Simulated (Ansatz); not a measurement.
`C=C[SiH](O)[SiH](O)O` + `O[SiH2]S` → `C=C[SiH](O)S[SiH2]O` + `O[SiH2]O`  (cleavage of the Si–Si bond)

Gas-phase electronic energies from Ansatz, PBE0-D4/def2-TZVP geometries. CCSD(T)/CBS adds triple-zeta CCSD(T) − MP2 to the extrapolated MP2 energy (def2 sets, frozen cores). DFT in def2-TZVPP. Each species was taken in one conformer, which may not be the lowest.

| level | ΔE (eV) |
| --- | --- |
| r2SCAN-D4 | -1.03 |
| CCSD/def2-TZVPP | -1.00 |

Problem. What does CCSD(T)/CBS give? (Best estimate.)

Solution. The calculation gave: -1.04 eV. The listed levels differ from it by 0.01, 0.04 eV.

Largest T1 diagnostic among the species: 0.012.

The D4 term adds −0.06 eV with B3LYP and −0.03 eV with PBE0; it sums over pairs of atoms, weighted by their polarisabilities, and B3LYP, whose exchange is more repulsive, gets the larger term. From PBE to PBE0 (25 % exact exchange), in def2-TZVPP and without D4, ΔE moves by −0.06 eV.

B3LYP here is the variant with VWN-RPA as its local correlation; programs differ in this.
